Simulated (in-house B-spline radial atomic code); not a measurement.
Radial electron density of Hf III (Hf2+), [Xe] 4f14 5d2. Computed with an all-electron radial atomic-structure program (B-spline basis): scalar-relativistic (X2C) r2SCAN0, spin-polarised, spherical fractional occupations, exact exchange averaged over the configuration, Fermi nucleus of rms radius 5.347 fm.

One-electron X2C: radii and densities carry no picture-change correction, so inner-shell <1/r> comes out high (for 1s by about 2 % at Z = 33, 5 % at 54, 10 % at 75, 30 % at 118) and <r> low.

Columns: r (bohr), 4πr²n(r) (electrons per bohr), bar.

```
0.000428    3.361 #
0.000532    4.575 ##
 0.00066    6.186 ##
 0.00082    8.347 ###
 0.00102    11.22 ####
 0.00126    14.85 #####
 0.00157    19.73 #######
 0.00195    25.85 #########
 0.00242    33.42 ###########
 0.00301    42.65 ##############
 0.00373    53.21 ##################
 0.00463    64.95 ######################
 0.00575    77.03 ##########################
 0.00715     88.2 ##############################
 0.00887     96.6 #################################
   0.011    100.7 ##################################
  0.0137    99.53 ##################################
   0.017    94.06 ################################
  0.0211    87.82 ##############################
  0.0262     86.4 #############################
  0.0325    94.46 ################################
  0.0404    111.3 #####################################
  0.0501    127.4 ###########################################
  0.0623    130.6 ############################################
  0.0773    117.3 ########################################
   0.096    101.8 ##################################
   0.119      103 ###################################
   0.148    116.8 #######################################
   0.184    114.5 #######################################
   0.228    86.23 #############################
   0.283    60.89 #####################
   0.352    62.67 #####################
   0.437       71 ########################
   0.543    60.16 ####################
   0.674    38.36 #############
   0.836    23.13 ########
    1.04    16.07 #####
    1.29     11.3 ####
     1.6     6.61 ##
    1.99    3.053 #
    2.47    1.205 
    3.07   0.4351 
    3.81   0.1385 
    4.73  0.03231 
    5.87 0.004646 
    7.29 0.000351
```

On this grid the curve has 4 maxima, near 0.011, 0.0623, 0.148, 0.437 bohr.

The 5d up radial function P(r) = rR(r), positive near the nucleus:

```csv
r (bohr),P
0.00715,0.0008292
0.011,0.002556
0.017,0.007689
0.0262,0.02157
0.0404,0.05458
0.0623,0.1168
0.096,0.1896
0.148,0.1802
0.228,-0.02311
0.352,-0.2859
0.543,-0.2002
0.836,0.269
1.29,0.6778
1.99,0.7011
3.07,0.4191
4.73,0.1263
7.29,0.01324
```
